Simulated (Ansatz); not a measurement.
Ansatz (a program for electronic structure) input (B3LYP-D3(BJ)/def2-TZVP):

Ansatz 0.2 input:
```yaml
crystal:
  periodic: [false, false, false]
  atoms:
    - {symbol: Sn, position_ang: [-0.13533936, -0.20004737, -0.10239354]}
    - {symbol: F, position_ang: [-1.15516598, 1.43207805, -0.02636242]}
    - {symbol: F, position_ang: [0.45204154, -0.53904553, 1.70030565]}
    - {symbol: F, position_ang: [1.45500976, 0.21834178, -1.10509022]}
basis:
  gaussian:
    orbitals: def2-TZVP
hamiltonian:
  xc: b3lyp
  dispersion: d3bj
magnetization: {spin_polarized: true, initial_magnetization: 1}
phonons: {temperatures: {t_min: 298.15, t_max: 298.15, t_step: 100}}
```

Output:

```
Functional definition: B3LYP
integrals: 0.05 GiB planned
900 factors; their error is unknown
mean field: 0.67 GiB planned
mean field evaluation 1: about -13982.3415 eV, gradient 4.8e1 eV
mean field evaluation 2: about -13951.1665 eV, gradient 1.1e2 eV
mean field evaluation 4: about -13989.5609 eV, gradient 1.6e0 eV
mean field evaluation 8: about -13989.6592 eV, gradient 4.5e-2 eV
mean field evaluation 16: about -13989.6592 eV, gradient 1.8e-5 eV
mean field -13989.65921289 eV, -514.1104935423 hartree, gradient 1.7e-5 eV, S^2 0.753017; 0 other end points of the search recorded, 0 dependent functions left out
the calculation of the forces begins
reference -13989.65942953 eV, -514.1105015034 hartree; 25, 24 occupied and 118, 119 virtual orbitals, 900 factors
these checks for a lower state are left out or cut short: stability, starts, cluster_reference, orbital_swaps, neighbouring_geometries, increment
integrals: 0.05 GiB planned
900 factors; their error is unknown
mean field: 0.67 GiB planned
mean field -13989.65913807 eV, -514.1104907925 hartree, gradient 1.7e-6 eV, S^2 0.753008; 0 other end points of the search recorded, 0 dependent functions left out
the calculation of the forces begins
reference -13989.65935472 eV, -514.1104987544 hartree; 25, 24 occupied and 118, 119 virtual orbitals, 900 factors
these checks for a lower state are left out or cut short: stability, starts, cluster_reference, orbital_swaps, neighbouring_geometries, increment
integrals: 0.05 GiB planned
900 factors; their error is unknown
mean field: 0.67 GiB planned
mean field evaluation 32: about -13989.6591 eV, gradient 1.6e-6 eV
mean field -13989.65914139 eV, -514.1104909146 hartree, gradient 1.6e-6 eV, S^2 0.753026; 0 other end points of the search recorded, 0 dependent functions left out
the calculation of the forces begins
reference -13989.65935800 eV, -514.1104988749 hartree; 25, 24 occupied and 118, 119 virtual orbitals, 900 factors
these checks for a lower state are left out or cut short: stability, starts, cluster_reference, orbital_swaps, neighbouring_geometries, increment
integrals: 0.05 GiB planned
900 factors; their error is unknown
mean field: 0.67 GiB planned
mean field -13989.65913843 eV, -514.1104908057 hartree, gradient 1.7e-6 eV, S^2 0.753025; 0 other end points of the search recorded, 0 dependent functions left out
the calculation of the forces begins
reference -13989.65935504 eV, -514.1104987662 hartree; 25, 24 occupied and 118, 119 virtual orbitals, 900 factors
these checks for a lower state are left out or cut short: stability, starts, cluster_reference, orbital_swaps, neighbouring_geometries, increment
integrals: 0.05 GiB planned
900 factors; their error is unknown
mean field: 0.67 GiB planned
mean field -13989.65913493 eV, -514.1104906770 hartree, gradient 1.7e-6 eV, S^2 0.753009; 0 other end points of the search recorded, 0 dependent functions left out
the calculation of the forces begins
reference -13989.65935158 eV, -514.1104986388 hartree; 25, 24 occupied and 118, 119 virtual orbitals, 900 factors
these checks for a lower state are left out or cut short: stability, starts, cluster_reference, orbital_swaps, neighbouring_geometries, increment
integrals: 0.05 GiB planned
900 factors; their error is unknown
mean field: 0.67 GiB planned
mean field -13989.65917880 eV, -514.1104922895 hartree, gradient 1.0e-6 eV, S^2 0.753010; 0 other end points of the search recorded, 0 dependent functions left out
the calculation of the forces begins
reference -13989.65939542 eV, -514.1105002501 hartree; 25, 24 occupied and 118, 119 virtual orbitals, 900 factors
these checks for a lower state are left out or cut short: stability, starts, cluster_reference, orbital_swaps, neighbouring_geometries, increment
integrals: 0.05 GiB planned
900 factors; their error is unknown
mean field: 0.67 GiB planned
mean field -13989.65921354 eV, -514.1104935659 hartree, gradient 2.3e-6 eV, S^2 0.753024; 0 other end points of the search recorded, 0 dependent functions left out
the calculation of the forces begins
reference -13989.65943018 eV, -514.1105015275 hartree; 25, 24 occupied and 118, 119 virtual orbitals, 900 factors
these checks for a lower state are left out or cut short: stability, starts, cluster_reference, orbital_swaps, neighbouring_geometries, increment
integrals: 0.05 GiB planned
900 factors; their error is unknown
mean field: 0.67 GiB planned
mean field evaluation 64: about -13989.6592 eV, gradient 4.0e-5 eV
mean field -13989.65917503 eV, -514.1104921507 hartree, gradient 1.0e-6 eV, S^2 0.753009; 0 other end points of the search recorded, 0 dependent functions left out
the calculation of the forces begins
reference -13989.65939166 eV, -514.1105001119 hartree; 25, 24 occupied and 118, 119 virtual orbitals, 900 factors
these checks for a lower state are left out or cut short: stability, starts, cluster_reference, orbital_swaps, neighbouring_geometries, increment
integrals: 0.05 GiB planned
900 factors; their error is unknown
mean field: 0.67 GiB planned
mean field -13989.65919620 eV, -514.1104929286 hartree, gradient 1.4e-6 eV, S^2 0.753025; 0 other end points of the search recorded, 0 dependent functions left out
the calculation of the forces begins
reference -13989.65941283 eV, -514.1105008897 hartree; 25, 24 occupied and 118, 119 virtual orbitals, 900 factors
these checks for a lower state are left out or cut short: stability, starts, cluster_reference, orbital_swaps, neighbouring_geometries, increment
integrals: 0.05 GiB planned
900 factors; their error is unknown
mean field: 0.67 GiB planned
mean field -13989.65920744 eV, -514.1104933419 hartree, gradient 1.5e-6 eV, S^2 0.753021; 0 other end points of the search recorded, 0 dependent functions left out
the calculation of the forces begins
reference -13989.65942407 eV, -514.1105013029 hartree; 25, 24 occupied and 118, 119 virtual orbitals, 900 factors
these checks for a lower state are left out or cut short: stability, starts, cluster_reference, orbital_swaps, neighbouring_geometries, increment
integrals: 0.05 GiB planned
900 factors; their error is unknown
mean field: 0.67 GiB planned
mean field -13989.65920127 eV, -514.1104931151 hartree, gradient 1.8e-6 eV, S^2 0.753013; 0 other end points of the search recorded, 0 dependent functions left out
the calculation of the forces begins
reference -13989.65941791 eV, -514.1105010764 hartree; 25, 24 occupied and 118, 119 virtual orbitals, 900 factors
these checks for a lower state are left out or cut short: stability, starts, cluster_reference, orbital_swaps, neighbouring_geometries, increment
integrals: 0.05 GiB planned
900 factors; their error is unknown
mean field: 0.67 GiB planned
mean field -13989.65919817 eV, -514.1104930011 hartree, gradient 1.8e-6 eV, S^2 0.753014; 0 other end points of the search recorded, 0 dependent functions left out
the calculation of the forces begins
reference -13989.65941479 eV, -514.1105009618 hartree; 25, 24 occupied and 118, 119 virtual orbitals, 900 factors
these checks for a lower state are left out or cut short: stability, starts, cluster_reference, orbital_swaps, neighbouring_geometries, increment
integrals: 0.05 GiB planned
900 factors; their error is unknown
mean field: 0.67 GiB planned
mean field evaluation 96: about -13989.6592 eV, gradient 1.7e-6 eV
mean field -13989.65921984 eV, -514.1104937977 hartree, gradient 1.7e-6 eV, S^2 0.753019; 0 other end points of the search recorded, 0 dependent functions left out
the calculation of the forces begins
reference -13989.65943649 eV, -514.1105017593 hartree; 25, 24 occupied and 118, 119 virtual orbitals, 900 factors
these checks for a lower state are left out or cut short: stability, starts, cluster_reference, orbital_swaps, neighbouring_geometries, increment
integrals: 0.05 GiB planned
900 factors; their error is unknown
mean field: 0.67 GiB planned
mean field -13989.65917374 eV, -514.1104921035 hartree, gradient 1.7e-6 eV, S^2 0.753029; 0 other end points of the search recorded, 0 dependent functions left out
the calculation of the forces begins
reference -13989.65939038 eV, -514.1105000647 hartree; 25, 24 occupied and 118, 119 virtual orbitals, 900 factors
these checks for a lower state are left out or cut short: stability, starts, cluster_reference, orbital_swaps, neighbouring_geometries, increment
integrals: 0.05 GiB planned
900 factors; their error is unknown
mean field: 0.67 GiB planned
mean field -13989.65913434 eV, -514.1104906554 hartree, gradient 1.7e-6 eV, S^2 0.753005; 0 other end points of the search recorded, 0 dependent functions left out
the calculation of the forces begins
reference -13989.65935097 eV, -514.1104986164 hartree; 25, 24 occupied and 118, 119 virtual orbitals, 900 factors
Total energy: -13989.75277922 eV, -514.1139320412 hartree
Atom 0 at    -0.135339    -0.200047    -0.102394 Å, force    -0.000135    -0.000362    -0.000146 eV/Å
Atom 1 at    -1.155166     1.432078    -0.026362 Å, force    -0.000991     0.000933    -0.000102 eV/Å
Atom 2 at     0.452042    -0.539046     1.700306 Å, force     0.000229    -0.000538     0.001060 eV/Å
Atom 3 at     1.455010     0.218342    -1.105090 Å, force     0.000898    -0.000032    -0.000811 eV/Å
Dipole moment:    -0.341125    -0.504222    -0.258084 e Å
Vibrations: 147.44 147.59 175.66 587.09 602.32 602.34 cm⁻¹, zero-point energy 0.140253 eV
```

It need not be the lowest isomer of its formula.
